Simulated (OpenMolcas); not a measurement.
# Pr IV: effect of the basis set

```json
{
  "Program": "OpenMolcas 26.06",
  "Method": "SS-RASPT2, IPEA 0.25 Eh, imaginary shift 0.1 Eh (closed shells correlated: 5s 5p)",
  "Active space": "2 electrons in 12 orbitals (RAS2 4f; RAS3 5d, at most 1 electron)",
  "State averaging": "2S+1 = 3 even, 21 roots; 2S+1 = 1 even, 28 roots; 2S+1 = 3 odd, 35 roots; 2S+1 = 1 odd, 35 roots",
  "Spin-orbit coupling": "state interaction with AMFI integrals over the reference wave functions, term energies averaged over their components"
}
```

A. ANO-RCC-VDZP [7s6p4d2f1g], DKH2, point nucleus; CASPT2 step of the order of 9 core-minutes
B. ANO-R2 [8s6p3d3f1g], X2C, finite nucleus; CASPT2 step of the order of 6 core-minutes
C. ANO-RCC-VTZP [8s7p5d3f2g1h], DKH2, point nucleus; CASPT2 step about 16 core-minutes

Energies in eV above 4f² ³H₄, the measured ground level; measured values from Martin, Zalubas and Hagan, Atomic Energy Levels: The Rare-Earth Elements, NSRDS-NBS 60 (1978).

| Level | A | B | C | Measured |
| --- | --- | --- | --- | --- |
| 4f² ³H₄ | 0.0000 | 0.0000 | 0.0000 | 0.0000 |
| 4f² ³H₅ | 0.285 | 0.285 | 0.285 | 0.2668 |
| 4f² ³H₆ | 0.583 | 0.585 | 0.583 | 0.5442 |
| 4f² ³F₂ | 0.710 | 0.719 | 0.681 | 0.6195 |
| 4f² ³F₃ | 0.894 | 0.905 | 0.867 | 0.7954 |
| 4f² ³F₄ [53 %] | 0.918 | 0.944 | 0.898 |  |
| 4f² ¹G₄ [52 %] | 1.297 | 1.329 | 1.277 |  |
| 4f² ¹D₂ | 2.559 | 2.586 | 2.469 | 2.1492 |
| 4f² ¹I₆ | 3.232 | 3.223 | 3.160 | 2.7539 |
| 4f² ³P₀ | 3.252 | 3.268 | 3.140 | 2.6520 |
| 4f² ³P₁ | 3.336 | 3.351 | 3.226 | 2.7286 |
| 4f² ³P₂ | 3.488 | 3.505 | 3.379 | 2.8715 |
| 4f² ¹S₀ | 6.910 | 7.069 | 6.635 |  |
| 4f 5d ¹G°₄ | 7.640 | 8.496 | 7.271 | 7.5842 |
| 4f 5d ³F°₂ [71 %] | 7.701 | 8.550 | 7.321 | 7.6198 |
| 4f 5d ³G°₃ | 7.921 | 8.763 | 7.543 | 7.8551 |
| 4f 5d ³F°₃ | 8.020 | 8.865 | 7.633 | 7.9503 |
| 4f 5d ³H°₄ | 8.032 | 8.898 | 7.641 | 7.8830 |
| 4f 5d ³G°₄ | 8.212 | 9.051 | 7.829 | 8.1383 |
| 4f 5d ¹D°₂ [64 %] | 8.217 | 9.036 | 7.802 | 8.0989 |
| 4f 5d ³H°₅ | 8.278 | 9.143 | 7.879 | 8.0887 |
| 4f 5d ³F°₄ [74 %] | 8.322 | 9.166 | 7.932 | 8.2472 |
| 4f 5d ³D°₁ | 8.483 | 9.312 | 8.058 | 8.3029 |
| 4f 5d ³G°₅ | 8.501 | 9.327 | 8.105 | 8.4184 |

Deviations, from unrounded energies. A percentage is the sum of absolute deviations over the sum of measured energies, with the sign that they share, or ± where signs differ.

```tsv
Against measurement	Levels	A	B	C
mean absolute deviation (cm-1)	20	1700	5400	2300
fine structure of the ground term (%)	2	+7.0	+7.3	+7.0
other terms of the ground configuration (%)	7	+19.9	+20.5	+16.1
other configurations (%)	11	+1.3	+11.8	-3.6
```

A lies closest to measurement on these levels and B furthest from it. The largest miss of A in the table is 4f² ³P₂, by +5000 cm-1. The ranking rests on the paired levels alone, and a cruder setting can come out closer through cancelling errors.

Among A to C the level of the table that moves most is 4f 5d ³H°₅, by 10000 cm-1 (lowest in C, highest in B). Moves below CASPT2's spread within the term are not significant.

CASPT2 does not keep the components of a term degenerate, so their means are used; among the terms shown or strongly mixed into the levels shown the widest spread is 940 cm-1 (4f² ¹I, A). Some terms miss by over 15 % even with CASPT2, which points to a basis or an active space too small for the shells correlated. Some levels mix across a computed gap that differs much from the measured one, so their mixing is not that of the real levels (holds for A; B). The basis is small and was not contracted for so high a charge (holds for A). Computed and measured levels are paired by configuration, term and J; levels that our copy of the source lacks, or whose pairing is in doubt (as where it misses far off the trend of its configuration), stay unpaired and out of the deviations. Only configurations of the active space appear. The table leaves out levels that lie high or whose names do not pair safely across all columns.

A share in square brackets marks a mixed level and gives the weight of the term that names it, the lowest over the columns. ° marks odd parity.
